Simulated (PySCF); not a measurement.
Start geometry of `[Br][Sn-]([Br])[Br]` ([SnBr3]-) from GFN2-xTB (Å):
```
atom  x, y, z in Å
Sn1    0.0573   -0.0712    0.9081
Br2    2.3489   -0.0459   -0.2950
Br3   -1.2152    2.0543   -0.3415
Br4   -1.1078   -2.0276   -0.3021
```

Q: What comes out of this run: PySCF, PBE0-D3(BJ)/def2-SVP geometry optimisation, gas phase, def2 core potentials past Kr?

A: 
```
atom  x, y, z in Å
Sn1    0.0519   -0.0164    0.9589
Br2    2.3357   -0.0264   -0.4035
Br3   -1.1557    1.9708   -0.3013
Br4   -1.1485   -2.0184   -0.2846
```

The energy falls by 0.080 eV over 14 energy and gradient evaluations, the largest force component goes from 0.0172 to 1.1e-03 Eh/bohr, and the atoms move by 0.073 Å rms after alignment. The bond that changes most is Sn1–Br3 (ends: tin bonded to 3 Br; bromine bonded to Sn), which shortens by 0.130 Å. Bonds longer at the end by more than 0.005 Å: 2 of 3; shorter: 1. Among the angles that change most is Br2–Sn1–Br4, from 100.9° to 98.4°. Rotational constants go from 680.2, 630.9, 386.5 to 664.9, 653.7, 398.4 MHz. The orientation of the end geometry is arbitrary; only internal coordinates are fixed.

The run used 122 basis functions and 56 SCF cycles in all. The run took 1.8 min on one thread, Arm Neoverse V2 (aarch64), no GPU, on a shared host, and the process peaked at 0.54 GiB of memory.

No frequency check. The geometry's basis has no diffuse functions, a weakness for an anion.
